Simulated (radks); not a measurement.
Isoelectronic series with 9 electrons, all held in the configuration [He] 2s2 2p5, which need not be the ground one along the series. Method: scalar-relativistic Kohn-Sham, r2SCAN, spin-polarised, spherical densities, finite nucleus; open shells are filled with parallel spins first; meta-GGA in the generalised Kohn-Sham scheme; Fermi nuclear charge, rms radius of each element as measured or else 0.836 A^(1/3) + 0.57 fm; computed with a radial shooting solver on a logarithmic mesh with Libxc functionals. Total energies (hartree) and orbital eigenvalues (eV):

| ion | E (hartree) | 2p down | 2p up | 2s down | 2s up |
|---|---|---|---|---|---|
| F | -99.79737 | -10.3572 | -12.5700 | -30.3777 | -32.5704 |
| Ne+ | -128.25633 | -31.5227 | -34.2431 | -56.4070 | -58.9452 |
| Mg3+ | -196.55071 | -95.4264 | -99.1694 | -130.2453 | -133.5369 |
| Al4+ | -236.38345 | -137.8593 | -142.1158 | -177.7308 | -181.4027 |
| Si5+ | -280.01046 | -187.2077 | -191.9798 | -232.1914 | -236.2422 |
| P6+ | -327.43680 | -243.4496 | -248.7389 | -293.6105 | -298.0390 |
| S7+ | -378.66864 | -306.5736 | -312.3815 | -361.9842 | -366.7892 |
| Cl8+ | -433.71302 | -376.5747 | -382.9021 | -437.3168 | -442.4976 |
| Ar9+ | -492.57783 | -453.4518 | -460.2994 | -519.6178 | -525.1740 |
| K10+ | -555.27167 | -537.2068 | -544.5751 | -608.9011 | -614.8326 |
| Ca11+ | -621.80379 | -627.8435 | -635.7332 | -705.1837 | -711.4905 |
| Sc12+ | -692.18412 | -725.3677 | -733.7791 | -808.4853 | -815.1676 |
| Ti13+ | -766.42330 | -829.7863 | -838.7200 | -918.8280 | -925.8863 |
| V14+ | -844.53262 | -941.1076 | -950.5639 | -1036.236 | -1043.671 |
| Cr15+ | -926.52389 | -1059.341 | -1069.320 | -1160.736 | -1168.548 |
| Mn16+ | -1012.40969 | -1184.496 | -1194.999 | -1292.357 | -1300.547 |
| Fe17+ | -1102.20331 | -1316.585 | -1327.612 | -1431.128 | -1439.697 |
| Co18+ | -1195.91852 | -1455.618 | -1467.170 | -1577.081 | -1586.030 |
| Ni19+ | -1293.57010 | -1601.610 | -1613.686 | -1730.252 | -1739.582 |
| Cu20+ | -1395.17272 | -1754.573 | -1767.175 | -1890.675 | -1900.387 |
| Zn21+ | -1500.74283 | -1914.522 | -1927.649 | -2058.389 | -2068.484 |
| Ga22+ | -1610.29675 | -2081.471 | -2095.125 | -2233.433 | -2243.913 |
